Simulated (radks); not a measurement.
Values are calculated unless marked as measured or tabulated.
The fluorine ion F2+, [He] 2s2 2p3. Code: a radial shooting solver on a logarithmic mesh with Libxc functionals. Model: non-relativistic Kohn-Sham, PBE, spin-polarised, spherical densities, point nucleus. Every spin shell is full or empty, so the densities are truly spherical. Functionals are evaluated on that one density, not self-consistently. Rank these exchange functionals by their error against the exact value of the orbitals, and give that value: LDA, B88, PBE, RPBE, PW91, PW86, WC, AM05, SOGGA, G96, TPSS, revTPSS, SCAN, r2SCAN, TASK.

Answer. Exact: -9.18532 hartree. From best to worst, with 100 (|E| - |E exact|)/|E exact| (equal figures are ties): SCAN +0.05, G96 -0.10, r2SCAN -0.10, RPBE +0.16, revTPSS -0.17, B88 -0.18, TPSS +0.28, PW91 -0.47, PW86 +0.49, PBE -0.85, WC -2.34, TASK -2.59, SOGGA -4.49, AM05 -8.47, LDA -10.26.
